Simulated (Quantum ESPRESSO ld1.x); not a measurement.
Species: Te XXXV. Configuration: [Ar] (the NIST ground configuration). All-electron calculation, non-relativistic Kohn-Sham, LDA (Slater exchange, VWN5 correlation), spin-polarised, spherical densities, point nucleus; relativity is left out, which matters for an element this heavy. Program: ld1.x of Quantum ESPRESSO 7.5. Some entries of the table are withheld. Estimate them.

orbital,occ.,eigenvalue (eV),<1/r> (bohr^-1)
1s,2,-32160.273,51.43
2s,2,(1),(2)
2p,6,(3),(4)
3s,2,(5),4.792
3p,6,-2259.931,(6)

Answer. 
(1) 2s eigenvalue (eV): -6296.945
(2) 2s <1/r> (bohr^-1): 11.91
(3) 2p eigenvalue (eV): -6035.800
(4) 2p <1/r> (bohr^-1): 11.90
(5) 3s eigenvalue (eV): -2357.810
(6) 3p <1/r> (bohr^-1): 4.745
